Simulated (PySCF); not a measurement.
Zn(H)(Et) (C₂H₆Zn), SMILES [CH2]([ZnH])C. Geometry: PBE-D3(BJ)/def2-SVP.

Computed equilibrium geometry at PBE-D3(BJ)/def2-SVP (PySCF confirms it by a frequency run) as Cartesian coordinates in Å, and its point group:
point group Cs.
```xyz
9

Zn    -0.0480    -0.8491     0.0000
H     -0.5960    -2.3056     0.0000
C      0.6529     0.9787     0.0000
C     -0.4061     2.0910     0.0000
H      1.3213     1.0853    -0.8840
H      1.3213     1.0853     0.8840
H     -1.0675     2.0410     0.8906
H     -1.0675     2.0410    -0.8906
H      0.0490     3.1063     0.0000
```
